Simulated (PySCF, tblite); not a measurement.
Isomers of C5H14OSSi2, one GFN2-xTB conformer each. Single-point energies are computed at PBE0/pcSseg-1 (PySCF, gas phase, no added dispersion term), electronic only.

| SMILES | GFN2-xTB relative energy (kJ/mol) |
| --- | --- |
| CC(C)O/C=C\[SiH2]S[SiH3] | 0.0 |
| CO[C@@H]1[SiH2][C@H](C)[Si@H]1SC | 181.5 |
| C[SiH2]O[C@@H]1[C@@H](C)[Si@H]1SC | 62.3 |
| CS[SiH2]C[C@H]([SiH3])C(C)=O | 44.0 |
| CC/C=C(\[SiH2][SiH3])[S@@](C)=O | 243.0 |
| CS[SiH2][SiH2]C(C)(C)C=O | 109.6 |

Conformers: `[CH3:1][CH:2]([CH3:3])[O:4]/[CH:5]=[CH:6]\[SiH2:7][S:8][SiH3:9]` with C1–C2–O4–C5 156°, C2–O4–C5–C6 -176°, C5–C6–Si7–S8 -85°, C6–Si7–S8–Si9 52°; `[CH3:1][O:2][C@@H:3]1[SiH2:4][C@H:5]([CH3:6])[Si@H:7]1[S:8][CH3:9]` with C1–O2–C3–Si4 -76°, C5–Si7–S8–C9 167°; `[CH3:1][SiH2:2][O:3][C@@H:4]1[C@@H:5]([CH3:6])[Si@H:7]1[S:8][CH3:9]` with C1–Si2–O3–C4 -57°, Si2–O3–C4–C5 159°, C5–Si7–S8–C9 -86°; `[CH3:1][S:2][SiH2:3][CH2:4][C@H:5]([SiH3:6])[C:7]([CH3:8])=[O:9]` with C1–S2–Si3–C4 177°, S2–Si3–C4–C5 152°, Si3–C4–C5–Si6 148°, C4–C5–C7–C8 -179°; `[CH3:1][CH2:2]/[CH:3]=[C:4](\[SiH2:5][SiH3:6])[S@@:7]([CH3:8])=[O:9]` with C1–C2–C3–C4 123°, C3–C4–Si5–Si6 127°, C3–C4–S7–C8 96°; `[CH3:1][S:2][SiH2:3][SiH2:4][C:5]([CH3:6])([CH3:7])[CH:8]=[O:9]` with C1–S2–Si3–Si4 -172°, S2–Si3–Si4–C5 -55°, Si3–Si4–C5–C6 -163°, Si4–C5–C8–O9 37°.

Task: What does PBE0/pcSseg-1 give for the same structures?

Result: 
| SMILES | PBE0/pcSseg-1 E (Eh) | PBE0/pcSseg-1 (kJ/mol) | GFN2-xTB (kJ/mol) | point group |
| --- | --- | --- | --- | --- |
| CC(C)O/C=C\[SiH2]S[SiH3] | -1250.60515 | 0.0 | 0.0 | C1 |
| CS[SiH2]C[C@H]([SiH3])C(C)=O | -1250.59957 | 14.6 | 44.0 | C1 |
| C[SiH2]O[C@@H]1[C@@H](C)[Si@H]1SC | -1250.59580 | 24.5 | 62.3 | C1 |
| CS[SiH2][SiH2]C(C)(C)C=O | -1250.59030 | 39.0 | 109.6 | C1 |
| CO[C@@H]1[SiH2][C@H](C)[Si@H]1SC | -1250.57584 | 76.9 | 181.5 | C1 |
| CC/C=C(\[SiH2][SiH3])[S@@](C)=O | -1250.50390 | 265.8 | 243.0 | C1 |

Both levels put the same isomer lowest; measured from each level's own lowest isomer, the values differ by up to 104.6 kJ/mol (CO[C@@H]1[SiH2][C@H](C)[Si@H]1SC: 181.5 against 76.9). As drawn, the highest has an Si–Si bond and an S=O bond, which the lowest lacks. Neighbours under 10 kJ/mol apart (CS[SiH2]C[C@H]([SiH3])C(C)=O and C[SiH2]O[C@@H]1[C@@H](C)[Si@H]1SC) can change places with a better method, another conformer or zero-point energy.

Task: Which frontier levels, dipoles and rotational constants go with these structures?

Result: 
```
                           SMILES  HOMO (eV, PBE0/pcSseg-1)  LUMO (eV)  dipole (D)       A, B, C (MHz)
         CC(C)O/C=C\[SiH2]S[SiH3]                     -6.78      -0.45        4.75  1362, 615.6, 500.8
     CS[SiH2]C[C@H]([SiH3])C(C)=O                     -5.88      -1.29        5.12  2015, 461.2, 392.0
C[SiH2]O[C@@H]1[C@@H](C)[Si@H]1SC                     -6.41      -0.12        1.67  1550, 539.6, 433.7
         CS[SiH2][SiH2]C(C)(C)C=O                     -6.46      -1.10        2.05  1788, 583.7, 553.9
 CO[C@@H]1[SiH2][C@H](C)[Si@H]1SC                     -6.55      -0.23        1.34  1113, 765.9, 518.7
  CC/C=C(\[SiH2][SiH3])[S@@](C)=O                     -6.87      -0.88        4.63  1276, 663.0, 498.0
```

Task: What happens when harmonic zero-point energies from GFN2-xTB frequencies are added?

Result: 
```json
{"SMILES": "CC(C)O/C=C\\[SiH2]S[SiH3]", "ZPE (kJ/mol)": "452.3", "electronic (kJ/mol)": "0.0", "with ZPE (kJ/mol)": "0.0"}
{"SMILES": "CS[SiH2]C[C@H]([SiH3])C(C)=O", "ZPE (kJ/mol)": "448.9", "electronic (kJ/mol)": "14.6", "with ZPE (kJ/mol)": "11.2"}
{"SMILES": "C[SiH2]O[C@@H]1[C@@H](C)[Si@H]1SC", "ZPE (kJ/mol)": "460.2", "electronic (kJ/mol)": "24.5", "with ZPE (kJ/mol)": "32.4"}
{"SMILES": "CS[SiH2][SiH2]C(C)(C)C=O", "ZPE (kJ/mol)": "453.3", "electronic (kJ/mol)": "39.0", "with ZPE (kJ/mol)": "39.9"}
{"SMILES": "CO[C@@H]1[SiH2][C@H](C)[Si@H]1SC", "ZPE (kJ/mol)": "460.6", "electronic (kJ/mol)": "76.9", "with ZPE (kJ/mol)": "85.2"}
{"SMILES": "CC/C=C(\\[SiH2][SiH3])[S@@](C)=O", "ZPE (kJ/mol)": "444.4", "electronic (kJ/mol)": "265.8", "with ZPE (kJ/mol)": "257.9"}
```

The zero-point energies span 16.2 kJ/mol. The order is unchanged.
